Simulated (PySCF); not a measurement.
Isomers of C3H6O4Si, one GFN2-xTB conformer each. Single-point energies are computed at PBE0/pcSseg-1 (PySCF, gas phase, no added dispersion term), electronic only.

```
             SMILES  GFN2-xTB relative energy (kJ/mol)
  O=C[SiH2]OCC(=O)O                              102.3
COC(=O)C(=O)O[SiH3]                                0.0
```

Conformers: `[O:1]=[CH:2][SiH2:3][O:4][CH2:5][C:6](=[O:7])[OH:8]` with O1–C2–Si3–O4 1°, C2–Si3–O4–C5 42°, Si3–O4–C5–C6 24°, O4–C5–C6–O7 0°, C5–C6–O8–H 178°; `[CH3:1][O:2][C:3](=[O:4])[C:5](=[O:6])[O:7][SiH3:8]` with C1–O2–C3–O4 2°, O2–C3–C5–O6 32°, C3–C5–O7–Si8 -177°.

Question: What does PBE0/pcSseg-1 give for the same structures?

Answer: 
```json
{"SMILES": "COC(=O)C(=O)O[SiH3]", "PBE0/pcSseg-1 E (Eh)": "-707.72371", "PBE0/pcSseg-1 (kJ/mol)": "0.0", "GFN2-xTB (kJ/mol)": "0.0", "point group": "C1"}
{"SMILES": "O=C[SiH2]OCC(=O)O", "PBE0/pcSseg-1 E (Eh)": "-707.70781", "PBE0/pcSseg-1 (kJ/mol)": "41.7", "GFN2-xTB (kJ/mol)": "102.3", "point group": "C1"}
```

Both levels put the same isomer lowest. As drawn, the higher has an O–H bond and an Si–C bond, which the lower lacks.

Question: Which frontier levels, dipoles and rotational constants go with these structures?

Answer: 
```csv
SMILES,"HOMO (eV, PBE0/pcSseg-1)",LUMO (eV),dipole (D),"A, B, C (MHz)"
COC(=O)C(=O)O[SiH3],-8.02,-1.52,0.96,"5043, 856.9, 761.2"
O=C[SiH2]OCC(=O)O,-6.75,-1.22,1.83,"2604, 1442, 1183"
```
